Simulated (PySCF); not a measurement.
NbO2Cl, SMILES [O]=[Nb](=[O])[Cl], multiplicity 1. Coordinates come from a PBE-D3(BJ)/def2-SVP optimisation. The multiplicity is an assumed one; other spin states were not compared. The def2 effective core potentials stand for the cores of Nb; spin–orbit coupling is left out.

Level of theory: PBE-D3(BJ)/def2-SVP run with PySCF.

Harmonic wavenumbers (cm⁻¹): 143, 163, 323, 411, 951, 985. Rotational constants (GHz): 6.943, 2.523, 2.035; symmetry number 1.

Task: Work out the zero-point energy and the ideal-gas rigid-rotor harmonic-oscillator thermochemistry at 298.15 K and 1 atm.

Result: ZPE = ½ Σ hcν = ½ × 2975 cm⁻¹ = 4.25 kcal/mol. H − E(el) = 7.91 kcal/mol. Entropy in cal/(mol K): translation 41.13, rotation 26.60, vibration 7.71, total 75.44. G − E(el) = -14.58 kcal/mol. Cp = 15.65 cal/(mol K). Modes under 150 cm⁻¹ make the vibrational entropy uncertain.
